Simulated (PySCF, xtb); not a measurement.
BI2, SMILES I[B]I (connectivity only; charge and spin as stated), charge +1, multiplicity 1.

Coordinates come from a B3LYP-D3(BJ)/def2-TZVP optimisation. The spin state was assumed, not searched. The isomer is the one that the SMILES or the coordinates give; other isomers of the formula were not compared. The def2 effective core potentials stand for the cores of I; spin–orbit coupling is left out.

Method: IEF-PCM-B3LYP/def2-SVP (PySCF).

The values are the electrostatic part of the solvation free energy, E(continuum) − E(gas) at the gas-phase geometry, in a cavity of scaled van der Waals radii (PySCF's table); cavitation and dispersion terms are not included. In vacuum the orbital gap is 5.46 eV.

Computed values in water (ε = 78.36), cyclohexanone (ε = 15.62), benzene (ε = 2.27):
| solvent | ε | ΔG(elec) (kcal/mol) | gap (eV) |
|---|---|---|---|
| water | 78.36 | -53.9 | 5.49 |
| cyclohexanone | 15.62 | -51.1 | 5.48 |
| benzene | 2.27 | -30.5 | 5.47 |

For comparison, GFN2-xTB/ALPB(water) (xtb, at the GFN2-xTB geometry, all terms of that model) gives -42.6 kcal/mol.
